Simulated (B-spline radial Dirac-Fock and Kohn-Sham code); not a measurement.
## What relativity does to the binding energies of Ta²⁹⁺

System: the Ta²⁹⁺ ion, configuration [Kr] 4d8.

Both columns are ΔSCF binding energies of the configuration average from a radial atomic solver: non-relativistic Hartree-Fock with a point nucleus, and Dirac-Fock with a finite nucleus and the Coulomb interaction alone, averaged over the two j levels with weights 2j+1.

| shell | Hartree-Fock (eV) | Dirac-Fock (eV) | shift (eV) | shift (%) |
| --- | --- | --- | --- | --- |
| 1s | 63484.2 | 68814.0 | +5329.76 | +8.40 |
| 2s | 11399.6 | 12807.3 | +1407.75 | +12.35 |
| 2p | 10941.8 | 11407.6 | +465.77 | +4.26 |
| 3s | 3444.2 | 3794.7 | +350.43 | +10.17 |
| 3p | 3234.5 | 3365.0 | +130.49 | +4.03 |
| 4s | 1428.6 | 1533.7 | +105.11 | +7.36 |
| 4p | 1334.9 | 1375.3 | +40.39 | +3.03 |
| 4d | 1170.3 | 1168.7 | -1.61 | -0.14 |

Relativity binds 1s, 2s, 2p, 3s, 3p, 4s, 4p more strongly, among those listed most of all 2s in relative terms, and 4d more weakly, because the contracted s and p shells screen the nucleus better.

Values without a named source are computed, but for edge energies of neutral atoms, which are taken from tables.
